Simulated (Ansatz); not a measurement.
# Reading a saddle point

A first-order saddle point of SnH$_{6}$S, closed shell, PBE0-D4/def2-TZVP, with one imaginary mode of 1353i cm⁻¹:

Sn1  (-0.834, -0.311, -0.256)
H2  (0.586, -0.965, 0.992)
H3  (-0.551, -1.268, -1.628)
H4  (-1.885, -1.102, 0.860)
H5  (-1.527, 1.229, -0.508)
H6  (1.201, -0.327, 0.555)
S7  (1.661, 0.930, -0.490)
H8  (1.350, 1.813, 0.475)
(Å)

Ansatz 0.2.0; basis: def2-TZVPP and def2-QZVPP; cores frozen in the correlated methods. Filled d shells of the heavier atoms are correlated. Core potentials replace the inner electrons of the atoms past krypton. The def2 sets are not built for correlating such inner shells, so the correlated values are less sure here. Extrapolation: Hartree–Fock as exp(−7.88 √X), correlation as X^−2.97.

**Question.** Which contacts change along the imaginary mode, and what lies on either side? (A judgement: the text doesn't fix the answer.)

**Answer.** Computed: The step is SnH₄ + H₂S → SnH₄S ([SH][SnH3]) + H₂, with the molecules in contact on both sides. Shortening one way: Sn1–S7, H2–H6; lengthening the same way: Sn1–H2, H6–S7.
```json
{"pair": "Sn1–S7", "one side (Å)": "3.86", "saddle (Å)": "2.80", "other side (Å)": "2.41"}
{"pair": "H2–H6", "one side (Å)": "3.26", "saddle (Å)": "0.99", "other side (Å)": "0.75"}
{"pair": "Sn1–H2", "one side (Å)": "1.70", "saddle (Å)": "2.00", "other side (Å)": "4.15"}
{"pair": "H6–S7", "one side (Å)": "1.34", "saddle (Å)": "1.70", "other side (Å)": "3.15"}
```

**Question.** Which side is lower, and how far does the saddle lie above each? (To be estimated.)

**Answer.** By the calculation: The side with Sn1–S7, H2–H6 short is lower by 9.33 kcal/mol; the saddle lies 52.13 kcal/mol above it and 42.81 kcal/mol above the other (CCSD(T) at an estimated basis limit (MP2 extrapolated from triple and quadruple zeta, plus CCSD(T) − MP2 in triple zeta); electronic energies).

The T1 diagnostic stays at or below 0.016.

Labels in which every atom is bracketed show which atoms are joined, not bond orders.

For scale, one of the runs: CCSD(T)/def2-TZVPP, 176 basis functions, launched by `ansatz run in.yaml --threads 2 --pin off --events-out ev --progress --plain --max-ram 4352MiB`. Hardware: 2 CPU threads of an Intel Xeon 6975P-C, shared host. Wall time 19 s; peak host memory 1.8 GiB.
